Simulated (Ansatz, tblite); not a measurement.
Removing and adding an electron: trans-PdH(PF3)2Br (P₂PdHBrF₆). Total charge 0; singlet. Geometry: PBE0-D4/def2-SVP. Ansatz, gas phase; energy differences of separate SCF runs; the oxidised species was run as a doublet alone; the reduced species was run as a doublet alone.

```csv
atom,x (Å),y (Å),z (Å)
Pd1,0.012,0.018,0.049
H2,0.347,0.499,1.493
P3,-2.118,0.559,0.410
F4,-3.178,-0.593,0.304
F5,-2.760,1.624,-0.547
F6,-2.565,1.173,1.790
Br7,-0.523,-0.750,-2.254
P8,2.160,-0.499,-0.230
F9,2.500,-1.996,-0.555
F10,3.198,-0.261,0.931
F11,2.926,0.225,-1.392
```

In the def2 sets Pd takes a core potential; there is no spin–orbit coupling. The xTB rows come from tblite. HOMO above LUMO, or a gap near zero within one spin, warns that the state may not be the lowest or that an electron is smeared out.

Question: Estimate orbital energies and vertical ionisation energies and electron affinities at: GFN1-xTB; GFN2-xTB; PBE-D4/def2-TZVP; PBE-D4/def2-TZVPD; r2SCAN-D4/def2-TZVP; r2SCAN-D4/def2-TZVPD; PBE0-D4/def2-TZVPD.

Answer: 
```tsv
level	−HOMO (eV)	vertical IE (eV)	−LUMO (eV)	vertical EA (eV)	HOMO–LUMO gap (eV)	IE − EA (eV)	remarks
GFN1-xTB	11.38	15.09	8.87	5.97	2.51	9.12	–
GFN2-xTB	10.45	13.72	7.49	4.94	2.96	8.78	–
PBE-D4/def2-TZVP	6.27	9.32	3.23	–	3.05	–	gap within one spin near zero (+1 doublet)
PBE-D4/def2-TZVPD	6.33	–	3.29	0.95	3.04	–	HOMO above zero (-1 doublet), gap within one spin near zero (-1 doublet)
r2SCAN-D4/def2-TZVP	6.56	9.46	3.12	–	3.44	–	–
r2SCAN-D4/def2-TZVPD	6.59	–	3.16	0.96	3.44	–	HOMO above zero (-1 doublet)
PBE0-D4/def2-TZVPD	7.55	–	2.45	0.91	5.10	–	HOMO above zero (-1 doublet)
```

Relaxing the oxidised species (PBE0-D4/def2-SVP) changes its energy by -0.35 eV at PBE-D4/def2-TZVP, so the adiabatic ionisation energy to this nearest minimum is 8.97 eV.     A HOMO above zero means that the electron is unbound at that level or that self-interaction error raises the level; the energy of removing that electron tells which. Raw xTB energy differences between charge states are shifted by several eV; the methods need an empirical correction for them.
